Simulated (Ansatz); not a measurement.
Ansatz (a quantum-chemistry and plane-wave program) input (B3LYP-D3(BJ)/def2-TZVP):

Ansatz 0.2 input:
```yaml
crystal:
  periodic: [false, false, false]
  atoms:
    - {symbol: Ga, position_ang: [-0.16631906, 0.21016433, 0.55536206]}
    - {symbol: Cl, position_ang: [-1.73067396, -1.15602642, -0.36396009]}
    - {symbol: Cl, position_ang: [0.21033051, 1.89286680, -0.92244958]}
    - {symbol: Cl, position_ang: [1.75845054, -0.98450527, 0.72135416]}
basis:
  gaussian:
    orbitals: def2-TZVP
hamiltonian:
  xc: b3lyp
  dispersion: d3bj
total_charge: -1
magnetization: {spin_polarized: true, initial_magnetization: 1}
relax: {f_tol: 0.002, max_steps: 150}
```

Output:

```
Functional definition: B3LYP
integrals: 0.14 GiB planned
1069 factors; integrals over basis functions are off by at most 3.2e-4 eV
mean field: 1.76 GiB planned
mean field evaluation 1: about -89955.2512 eV, gradient 1.8e1 eV
mean field evaluation 2: about -89954.3498 eV, gradient 2.8e1 eV
mean field evaluation 4: about -89956.0401 eV, gradient 5.4e-1 eV
mean field evaluation 8: about -89956.0745 eV, gradient 4.0e-2 eV
mean field evaluation 16: about -89956.0746 eV, gradient 1.8e-5 eV
mean field -89956.07455628 eV, -3305.8247655258 hartree, gradient 1.8e-5 eV, S^2 0.751736; 0 other end points of the search recorded, 0 dependent functions left out
the calculation of the forces begins
reference -89956.07480053 eV, -3305.8247745020 hartree; 42, 41 occupied and 117, 118 virtual orbitals, 1069 factors
relax step   1: F+E_penalty+E_count = -89956.31740731 eV  Δ(F+E_penalty+E_count) = +0.000e0 eV  max|allowed force component| = 1.596e-1 eV/Å  Δτ_max = 0.0000 Å  (28 SCF iters, accepted)
these checks for a lower state are left out or cut short: starts, cluster_reference, orbital_swaps, neighbouring_geometries, increment
integrals: 0.14 GiB planned
1069 factors; integrals over basis functions are off by at most 3.3e-4 eV
mean field: 1.76 GiB planned
mean field -89956.08329472 eV, -3305.8250866576 hartree, gradient 2.4e-5 eV, S^2 0.751811; 0 other end points of the search recorded, 0 dependent functions left out
the calculation of the forces begins
reference -89956.08353955 eV, -3305.8250956549 hartree; 42, 41 occupied and 117, 118 virtual orbitals, 1069 factors
relax step   2: F+E_penalty+E_count = -89956.32324808 eV  Δ(F+E_penalty+E_count) = -5.841e-3 eV  max|allowed force component| = 5.573e-2 eV/Å  Δτ_max = 0.0200 Å  (33 SCF iters, accepted)
these checks for a lower state are left out or cut short: starts, cluster_reference, orbital_swaps, neighbouring_geometries, increment
integrals: 0.14 GiB planned
1069 factors; integrals over basis functions are off by at most 3.4e-4 eV
mean field: 1.76 GiB planned
mean field -89956.08359236 eV, -3305.8250975957 hartree, gradient 2.5e-5 eV, S^2 0.751867; 0 other end points of the search recorded, 0 dependent functions left out
the calculation of the forces begins
reference -89956.08383718 eV, -3305.8251065929 hartree; 42, 41 occupied and 117, 118 virtual orbitals, 1069 factors
relax step   3: F+E_penalty+E_count = -89956.32289378 eV  Δ(F+E_penalty+E_count) = +3.543e-4 eV  max|allowed force component| = 1.026e-1 eV/Å  Δτ_max = 0.0158 Å  (34 SCF iters, rejected (line search))
these checks for a lower state are left out or cut short: starts, cluster_reference, orbital_swaps, neighbouring_geometries, increment
integrals: 0.14 GiB planned
1069 factors; integrals over basis functions are off by at most 3.4e-4 eV
mean field: 1.76 GiB planned
mean field evaluation 32: about -89956.0848 eV, gradient 3.3e-1 eV
mean field -89956.08516482 eV, -3305.8251553826 hartree, gradient 2.5e-5 eV, S^2 0.751850; 0 other end points of the search recorded, 0 dependent functions left out
the calculation of the forces begins
reference -89956.08540985 eV, -3305.8251643874 hartree; 42, 41 occupied and 117, 118 virtual orbitals, 1069 factors
relax step   4: F+E_penalty+E_count = -89956.32398173 eV  Δ(F+E_penalty+E_count) = -7.337e-4 eV  max|allowed force component| = 2.228e-3 eV/Å  Δτ_max = 0.0077 Å  (27 SCF iters, accepted)
these checks for a lower state are left out or cut short: starts, cluster_reference, orbital_swaps, neighbouring_geometries, increment
integrals: 0.14 GiB planned
1069 factors; integrals over basis functions are off by at most 3.4e-4 eV
mean field: 1.76 GiB planned
mean field -89956.08523859 eV, -3305.8251580937 hartree, gradient 2.8e-5 eV, S^2 0.751852; 0 other end points of the search recorded, 0 dependent functions left out
the calculation of the forces begins
reference -89956.08548364 eV, -3305.8251670991 hartree; 42, 41 occupied and 117, 118 virtual orbitals, 1069 factors
relax step   5: F+E_penalty+E_count = -89956.32398339 eV  Δ(F+E_penalty+E_count) = -1.664e-6 eV  max|allowed force component| = 2.655e-5 eV/Å  Δτ_max = 0.0005 Å  (22 SCF iters, accepted)
integrals: 0.14 GiB planned
1069 factors; integrals over basis functions are off by at most 3.4e-4 eV
mean field: 1.76 GiB planned
mean field -89956.08523859 eV, -3305.8251580937 hartree, gradient 2.8e-5 eV, S^2 0.751852; 1 other end points of the search recorded, 0 dependent functions left out
the calculation of the forces begins
reference -89956.08548364 eV, -3305.8251670991 hartree; 42, 41 occupied and 117, 118 virtual orbitals, 1069 factors
Total energy: -89956.32422844 eV, -3305.8339408088 hartree
Atom 0 at    -0.163011     0.206205     0.545358 Å, force    -0.000002     0.000005     0.000027 eV/Å
Atom 1 at    -1.755320    -1.168963    -0.362791 Å, force    -0.000013    -0.000013    -0.000010 eV/Å
Atom 2 at     0.211075     1.920278    -0.928778 Å, force     0.000004     0.000017    -0.000017 eV/Å
Atom 3 at     1.779044    -0.995021     0.736518 Å, force     0.000011    -0.000009    -0.000000 eV/Å
Dipole moment:    -0.085408     0.101829     0.258677 e Å
```
